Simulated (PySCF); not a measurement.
IK, triplet, at the geometry of the source list (a higher spin typed on purpose: for a closed-shell molecule this is an excited state) (core potentials on I). Base run: B3LYP/def2-SVP (PySCF).

Input for PySCF:
```python
from pyscf import gto, scf, dft, solvent

mol = gto.M(
    atom='''
K    -1.037500   -0.777500   -0.902300
I     1.037500    0.777500    0.902300
''',
    basis='def2-svp',
    ecp={'I': 'def2-svp'},
    charge=0,
    spin=2,
    verbose=4,
)

mf = dft.UKS(mol)
mf.xc = 'b3lyp'
mf.kernel()
```

Each row names what was changed in the base input (with any setting that the change needs).

```
change                                                       ΔE vs base (kJ/mol)  dipole (D)        outcome
-----------------------------------------------------------  -------------------  ----------  -------------
base                                                                        0.00        2.74      converged
model = IEF-PCM; solvent = acetonitrile                                   -10.32        4.71      converged
model = IEF-PCM; solvent = water                                          -10.67        4.78      converged
model = IEF-PCM; solvent = acetonitrile; vdw_scale = 1.1                  -14.74        5.03      converged
model = IEF-PCM; solvent = acetonitrile; lebedev_order = 11                    -           -  not converged
model = IEF-PCM; solvent = dichloromethane                                 -8.63        4.35      converged
model = IEF-PCM; solvent = acetonitrile; r_probe = 0.5                     18.57        3.74      converged
model = C-PCM; solvent = acetonitrile                                     -10.53        4.75      converged
model = IEF-PCM; solvent = acetonitrile; vdw_scale = 1.0                  -22.47        5.31      converged
model = ddCOSMO; solvent = acetonitrile                                   -17.53        3.67      converged
model = IEF-PCM; solvent = methanol                                       -10.26        4.70      converged
model = IEF-PCM; solvent = acetonitrile; vdw_scale = 1.4                   18.24        3.75      converged
```

The base is the gas phase, so ΔE is the electrostatic part of solvation at a fixed geometry, without cavity and dispersion terms.

Open shells are given as the SCF converged; they aren't shown to be the lowest states, and a large step between rows can be another state.
